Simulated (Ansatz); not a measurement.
Br$_{2}$HOSi, SMILES `O[Si](Br)Br` radical from Hartree–Fock to CCSD(T)

```csv
atom,x (Å),y (Å),z (Å)
O1,-1.114,-0.091,-0.555
Si2,0.469,-0.352,-0.247
Br3,0.560,-1.873,1.361
Br4,1.437,1.560,0.383
H5,-1.352,0.756,-0.942
```

The species carries charge 0 and has multiplicity 2. Correlated methods include outer-core shells of Br, which these sets cover unevenly. Scalar relativity is left out up to krypton. The structure was optimised at the PBE0-D4/def2-TZVP level. It is one conformer, not always the lowest. Frozen core, unrestricted reference, Ansatz 0.2.0.

```csv
basis,HF (Eh),MP2 corr.,CCSD corr.,(T),CCSD(T) total
def2-SVP,-5508.53185,-0.71845,-0.72981,-0.01700,-5509.27866
def2-TZVPP,-5509.37354,-0.88023,-0.89471,-0.03320,-5510.30145
def2-QZVPP,-5509.48511,-1.54553,–,–,–
```
